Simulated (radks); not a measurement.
Spherical quantum dot in the effective-mass picture: electrons in a well V = -V0 / (1 + exp((r - R)/a)) with V0 = 16.3, R = 3.17, a = 0.29, with a point charge +1 (a donor) at the centre, all in effective atomic units (hartree* = m*/eps^2 hartree, bohr* = eps/m* bohr), one dielectric constant everywhere. Method: non-relativistic Kohn-Sham, LDA (Slater exchange, Perdew-Wang correlation), spin-polarised, spherical densities; computed with a radial shooting solver with Libxc functionals. Levels are named by radial order and angular momentum (1s, 1p, 1d, 2s, ...), and open shells are averaged over m. Results are scaled to m* = 0.163 and eps = 12.8, for which hartree* = 27.07 meV and bohr* = 4.156 nm. Each electron was tried in the lowest free levels, single moves between levels near the top were tried too, and the lowest total energy was kept; such a search can miss a lower state. At N = 1 the Hartree and exchange-correlation terms need not cancel, so that row can carry a self-interaction error.

| N | open shells | 2S | E (meV) | addition energy mu(N+1) - mu(N) (meV) | rms radius (nm) |
|---|---|---|---|---|---|
| 1 | 1s(up 1, down 0) | 1 | -449.921 | 19.98 | 5.002 |
| 2 | none | 0 | -879.858 | 36.74 | 5.432 |
| 3 | 1p(up 1, down 0) | 1 | -1273.06 | 12.17 | 6.210 |
| 4 | 1p(up 2, down 0) | 2 | -1654.09 | 12.44 | 6.619 |
| 5 | 1p(up 3, down 0) | 3 | -2022.68 | 15.77 | 6.894 |
| 6 | 1p(up 3, down 1) | 2 | -2375.51 | 11.68 | 7.112 |
| 7 | 1p(up 3, down 2) | 1 | -2716.65 | 11.88 | 7.286 |
| 8 | none | 0 | -3045.91 | 30.58 | 7.432 |
| 9 | 1d(up 1, down 0) | 1 | -3344.60 | 11.13 | 7.617 |
| 10 | 1d(up 2, down 0) | 2 | -3632.14 | 11.16 | 7.771 |
| 11 | 1d(up 3, down 0) | 3 | -3908.53 | 11.16 | 7.903 |
| 12 | 1d(up 4, down 0) | 4 | -4173.76 | 11.15 | 8.019 |
| 13 | 1d(up 5, down 0) | 5 | -4427.84 | 14.07 | 8.122 |
| 14 | 1d(up 5, down 1) | 4 | -4667.85 | 10.79 | 8.217 |
| 15 | 1d(up 5, down 2) | 3 | -4897.07 | 10.82 | 8.303 |
| 16 | 1d(up 5, down 3) | 2 | -5115.48 | 10.82 | 8.383 |
| 17 | 1d(up 5, down 4) | 1 | -5323.06 | 10.82 | 8.456 |
| 18 | none | 0 | -5519.83 | 18.16 | 8.525 |
| 19 | 2s(up 1, down 0) | 1 | -5698.44 | 16.16 | 8.541 |
| 20 | none | 0 | -5860.90 | 18.51 | 8.551 |
| 21 | 1f(up 1, down 0) | 1 | -6004.84 | 10.35 | 8.627 |
| 22 | 1f(up 2, down 0) | 2 | -6138.44 | 10.34 | 8.698 |
| 23 | 1f(up 3, down 0) | 3 | -6261.69 | 10.33 | 8.764 |
| 24 | 1f(up 4, down 0) | 4 | -6374.62 | - | 8.827 |

All shells are closed at N = 2, 8, 18, 20 (there: 1s2 1p6 1d10 2s2); the second difference of the energy has clear peaks (12 % above both neighbours; the first and last values, which can be the largest, are not judged, and half-filled shells can peak too) at N = 2, 5, 8, 13, 18, 20.
